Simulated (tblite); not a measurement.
C7H11PS.
Atom-mapped SMILES: `[CH3:1][c:2]1[s:3][cH:4][p:5][c:6]1[CH:7]([CH3:8])[CH3:9]` (hydrogens: H10, H11, H12 on C1; H13 on C4; H14 on C7; H15, H16, H17 on C8; H18, H19, H20 on C9)

Geometry (GFN2-xTB, Å), atoms numbered from 1 in this order:
```xyz
20
C7H11PS angstrom
C      1.6214    1.7162    0.5345
C      1.5055    0.3300   -0.0129
S      2.9797   -0.5174   -0.3439
C      2.2146   -1.9470   -0.8939
P      0.5156   -2.0009   -0.9164
C      0.3549   -0.3418   -0.2839
C     -1.0080    0.2426   -0.0138
C     -1.5047   -0.2582    1.3437
C     -1.9906   -0.1397   -1.1168
H      2.6636    1.9552    0.7306
H      1.2291    2.4450   -0.1755
H      1.0611    1.8114    1.4639
H      2.8591   -2.7505   -1.2032
H     -0.9278    1.3342    0.0195
H     -1.5711   -1.3449    1.3326
H     -2.4876    0.1510    1.5658
H     -0.8193    0.0353    2.1360
H     -1.6061    0.1604   -2.0896
H     -2.9501    0.3472   -0.9556
H     -2.1444   -1.2176   -1.1242
```

Computed with GFN2-xTB (tblite): harmonic, unscaled wavenumbers at the GFN2-xTB geometry, gas phase. Against measured fundamentals such values can be off by several per cent, at times by over 20. One conformer, not necessarily the lowest.

Harmonic wavenumbers (cm⁻¹): 31.3, 105.1, 111.4, 172.2, 184.0, 220.2, 242.3, 263.9, 287.5, 331.5, 384.8, 439.7, 476.0, 503.9, 560.9, 595.1, 683.8, 794.9, 814.9, 925.4, 944.6, 961.6, 983.3, 997.2, 1023.5, 1049.2, 1131.7, 1140.3, 1166.1, 1179.4, 1218.8, 1299.9, 1319.7, 1398.4, 1402.3, 1414.2, 1475.2, 1480.2, 1486.8, 1489.2, 1497.0, 1502.0, 1532.2, 2933.6, 2992.3, 3011.1, 3017.3, 3022.7, 3024.7, 3029.1, 3031.0, 3033.5, 3044.8, 3116.8.

A = 1768, B = 1002, C = 729.6 MHz; mass 158.032 u (most abundant isotopes); point group C1, symmetry number 1.

**Question.** What is the zero-point energy?

**Answer.** ½Σν̃ = 35239 cm⁻¹ = 100.75 kcal/mol.

**Question.** Entropy at 298.15 K, 1 bar (ideal gas, RRHO, classical rotation)?

**Answer.** Translation 41.11, rotation 29.90, vibration 31.23: S = 102.2 cal/(mol K).

**Question.** And Cp and H(298.15 K) − H(0)?

**Answer.** Cp = 40.99 cal/(mol K), of which vibrations give 33.04 (their classical limit is 54 R = 107.3); H(298.15 K) − H(0) = 7.36 kcal/mol without the zero-point energy, 4.99 from vibrations.

**Question.** Which modes carry the vibrational entropy at 298.15 K?

**Answer.** 31.3 cm⁻¹: 5.75; 105.1 cm⁻¹: 3.36; 111.4 cm⁻¹: 3.24; 172.2 cm⁻¹: 2.41; 184.0 cm⁻¹: 2.29; 220.2 cm⁻¹: 1.96 cal/(mol K); the other 48 give 12.23 together.

**Question.** What must be added to the electronic energy to get the Gibbs energy at 298.15 K and 1 bar?

**Answer.** ZPE + [H(298.15 K) − H(0)] − T·S = 100.75 + 7.36 − 30.48 = 77.63 kcal/mol.

**Question.** How do the functions run with temperature in this model?

**Answer.** 
```
T (K)  S (cal/(mol K))  Cp (cal/(mol K))  H − H(0) (kcal/mol)  G − H(0) (kcal/mol)  ln q(vib)
  150             80.0              25.5                 2.43                -9.57       3.12
  250             95.5              36.0                 5.51               -18.36       5.94
  400            115.7              51.2                12.06               -34.23      10.16
  600            139.7              67.3                24.00               -59.83      15.65
  900            170.2              82.8                46.71              -106.47      23.38
```

q(vib) and H(0) count from the zero-point level.

**Question.** Blend soft modes into free rotors: weight 1/[1 + (100 cm⁻¹/ν̃)⁴] for the oscillator and the rest for a rotor with moment μB/(μ + B), μ = h/(8π²ν), B = 10⁻⁴⁴ kg m². What vibrational entropy results?

**Answer.** 29.09 cal/(mol K) in place of 31.23, which changes −T·S at 298.15 K by +0.64 kcal/mol.

Hindered rotation and anharmonicity are outside this model. Other conformers, if any are populated, would add a mixing term that is left out. The structure is chiral; the term R ln 2 for an equal mix with its mirror image is left out.
